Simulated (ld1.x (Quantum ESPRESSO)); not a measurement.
# Pseudopotential generation for Cr (Z = 24): RRKJ, LDA (PZ), fully relativistic.

Input for ld1.x (Quantum ESPRESSO) 7.5:

```
&input
   title='Cr', zed=24., rel=2, dft='PZ', iswitch=3,
   config='[Ar] 3d5 4s0.5 4p0.5 4f-2', rel_dist='average',
   nld=7, rlderiv=1.75, eminld=-7.0, emaxld=5.0, deld=0.02
 /
 &inputp
   pseudotype=2, tm=.false., rho0=0.005, lloc=0,
   nlcc=.false.,
   file_pseudopw='Cr.UPF', file_wfcaegen='ae.wfc', file_wfcncgen='nc.wfc', file_beta='beta', file_chi='chi'
 /
4
3P  2  1   6.00   0.00  1.60  1.60  0.0
3D  3  2   5.00   0.00  1.05  1.05  0.0
4F  4  3  -2.00   0.45  1.35  1.35  0.0
3S  1  0   2.00   0.00  0.85  0.85  0.0
 &test
   configts(1)='3s2 3p6 3d5 4s0.5 4p0.5'
 /
```

Command:

```bash
ld1.x < Cr.in > Cr.out
```

The program printed (shortened: banner, matrices, multipoles, cross overlaps and the repeated all-electron block are left out):

```
Program LD1 v.7.5
     --------------------------- All-electron run ----------------------------

     Cr
     dirac relativistic calculation

     atomic number is 24.00
     dft =PZ   lsd =0 sic =0 latt =0  beta=0.20 tr2=1.0E-14
     Exchange-correlation= PZ
                           (   1   1   0   0   0   0   0)
     mesh =1183 r(mesh) =  99.18097 a.u. xmin = -7.00 dx = 0.01250
     1 Ry =  13.60569312 eV, c = 137.03599908

     n l j   nl                  e(Ry)          e(Ha)          e(eV)
     Spin orbit split results
     1 0 0.5 1S 1( 2.00)      -431.1684      -215.5842     -5866.3450
     2 0 0.5 2S 1( 2.00)       -48.9488       -24.4744      -665.9829
     2 1 0.5 2P 1( 2.00)       -41.6435       -20.8218      -566.5887
     2 1 1.5 2P 1( 4.00)       -41.0095       -20.5047      -557.9622
     3 0 0.5 3S 1( 2.00)        -5.4590        -2.7295       -74.2729
     3 1 0.5 3P 1( 2.00)        -3.4368        -1.7184       -46.7596
     3 1 1.5 3P 1( 4.00)        -3.3614        -1.6807       -45.7342
     3 2 1.5 3D 1( 2.00)        -0.2857        -0.1429        -3.8876
     3 2 2.5 3D 1( 3.00)        -0.2799        -0.1400        -3.8089
     4 0 0.5 4S 1( 0.50)        -0.3461        -0.1731        -4.7093
     4 1 0.5 4P 1( 0.17)        -0.1124        -0.0562        -1.5287
     4 1 1.5 4P 1( 0.33)        -0.1102        -0.0551        -1.4989
     Averaged results
     1 0     1S 1( 2.00)      -431.1684      -215.5842     -5866.3450
     2 0     2S 1( 2.00)       -48.9488       -24.4744      -665.9829
     2 1     2P 1( 6.00)       -41.2208       -20.6104      -560.8377
     3 0     3S 1( 2.00)        -5.4590        -2.7295       -74.2729
     3 1     3P 1( 6.00)        -3.3865        -1.6933       -46.0760
     3 2     3D 1( 5.00)        -0.2823        -0.1411        -3.8403
     4 0     4S 1( 0.50)        -0.3461        -0.1731        -4.7093
     4 1     4P 1( 0.50)        -0.1109        -0.0554        -1.5088

     final scf error:  9.0E-15 reached in  27 iterations

     Etot =   -2096.869862 Ry,   -1048.434931 Ha,  -28529.367864 eV

     Ekin =    2120.408927 Ry,    1060.204464 Ha,   28849.633157 eV
     Encl =   -5010.767684 Ry,   -2505.383842 Ha,  -68174.967421 eV
     Eh   =     886.532036 Ry,     443.266018 Ha,   12061.882823 eV
     Exc  =     -93.043141 Ry,     -46.521570 Ha,   -1265.916423 eV

     normalization and overlap integrals

     s(1S/1S) =  1.000000  <r> =   0.0637  <r2> =    0.0055  r(max) =   0.0417
     s(2S/2S) =  1.000000  <r> =   0.2937  <r2> =    0.1020  r(max) =   0.2428
     s(2P/2P) =  1.000000  <r> =   0.2582  <r2> =    0.0822  r(max) =   0.1963
     s(2P/2P) =  1.000000  <r> =   0.2611  <r2> =    0.0839  r(max) =   0.1988
     s(3S/3S) =  1.000000  <r> =   0.9038  <r2> =    0.9452  r(max) =   0.7764
     s(3P/3P) =  1.000000  <r> =   0.9613  <r2> =    1.0942  r(max) =   0.7961
     s(3P/3P) =  1.000000  <r> =   0.9706  <r2> =    1.1157  r(max) =   0.7961
     s(3D/3D) =  1.000000  <r> =   1.4823  <r2> =    3.1269  r(max) =   0.8369
     s(3D/3D) =  1.000000  <r> =   1.4928  <r2> =    3.1764  r(max) =   0.8369
     s(4S/4S) =  1.000000  <r> =   3.3512  <r2> =   13.0896  r(max) =   2.7100
     s(4P/4P) =  1.000000  <r> =   4.9197  <r2> =   28.9230  r(max) =   3.7507
     s(4P/4P) =  1.000000  <r> =   4.9689  <r2> =   29.4942  r(max) =   3.7979

     ------------------------ End of All-electron run ------------------------

     --------------------- Generating NC pseudopotential ---------------------

      Generating local pot.: lloc=0, matching radius rcloc =   0.8500

     Fully relativistic calculation: |psi|^2

     Wfc 3P LC norm =  0.99975605 SC norm =  0.00024357 missing  0.00000038

     Wfc 3P LC norm =  0.99975984 SC norm =  0.00023846 missing  0.00000170

     Wfc 3D LC norm =  0.99987302 SC norm =  0.00012680 missing  0.00000018

     Wfc 3D LC norm =  0.99987413 SC norm =  0.00011786 missing  0.00000801

      Wfc   3P  rcut= 1.603  Estimated cut-off energy=       71.25 Ry
      This function has    0 nodes for 0 < r <    1.603

      Wfc   3P  rcut= 1.603  Estimated cut-off energy=       71.19 Ry
      This function has    0 nodes for 0 < r <    1.603

      Wfc   3D  rcut= 1.048  Estimated cut-off energy=      210.20 Ry
      This function has    0 nodes for 0 < r <    1.048

      Wfc   3D  rcut= 1.048  Estimated cut-off energy=      210.18 Ry
      This function has    0 nodes for 0 < r <    1.048

      Wfc   4F  rcut= 1.346  Estimated cut-off energy=      154.40 Ry
      This function has    0 nodes for 0 < r <    1.346

      Wfc   4F  rcut= 1.346  Estimated cut-off energy=      154.40 Ry
      This function has    0 nodes for 0 < r <    1.346

     ------------------- End of pseudopotential generation -------------------

     Computing logarithmic derivative in   1.76071
     Computing logarithmic derivative in   1.76071
     Computing the partial wave expansion
       no projector for channel:   0
     R is outside the sphere for l=    1 j= 0.50
     R is outside the sphere for l=    1 j= 1.50
     R is outside the sphere for l=    2 j= 1.50
     R is outside the sphere for l=    2 j= 2.50
     R is outside the sphere for l=    3 j= 2.50
     R is outside the sphere for l=    3 j= 3.50

     ---------------------- Testing the pseudopotential ----------------------

     Cr
     dirac relativistic calculation

     atomic number is 24.00   valence charge is 14.00
     dft =PZ   lsd =0 sic =0 latt =0  beta=0.20 tr2=1.0E-14
     mesh =1183 r(mesh) =  99.18097 xmin = -7.00 dx = 0.01250

     n l  j  nl             e AE (Ry)       e PS (Ry)    De AE-PS (Ry)
     1 0 0.5 3S   1( 2.00)       -5.45896       -5.45910        0.00014
     2 1 0.5 3P   1( 2.00)       -3.43677       -3.43676       -0.00000
     2 1 1.5 3P   1( 4.00)       -3.36140       -3.36140       -0.00000
     3 2 1.5 3D   1( 2.00)       -0.28573       -0.28568       -0.00005
     3 2 2.5 3D   1( 3.00)       -0.27995       -0.27997        0.00002
     2 0 0.5 4S   1( 0.50)       -0.34613       -0.34850        0.00237
     3 1 0.5 4P   1( 0.17)       -0.11236       -0.11191       -0.00045
     3 1 1.5 4P   1( 0.33)       -0.11016       -0.10982       -0.00034

     eps = 6.1E-15  iter = 21

     Etot =   -2096.869862 Ry,   -1048.434931 Ha,  -28529.367864 eV
     Etotps =  -172.158246 Ry,     -86.079123 Ha,   -2342.332267 eV

     Ekin =      85.962554 Ry,      42.981277 Ha,    1169.580131 eV
     Encl =    -357.321753 Ry,    -178.660876 Ha,   -4861.610111 eV
     Ehrt =     145.313669 Ry,      72.656835 Ha,    1977.093190 eV
     Ecxc =     -19.227849 Ry,      -9.613925 Ha,    -261.608219 eV
     Epseu=     -26.884868 Ry,     -13.442434 Ha,    -365.787258 eV

     ---------------------- End of pseudopotential test ----------------------
```

Generation and configuration tests took about 1.6 s on one core of a shared server CPU.
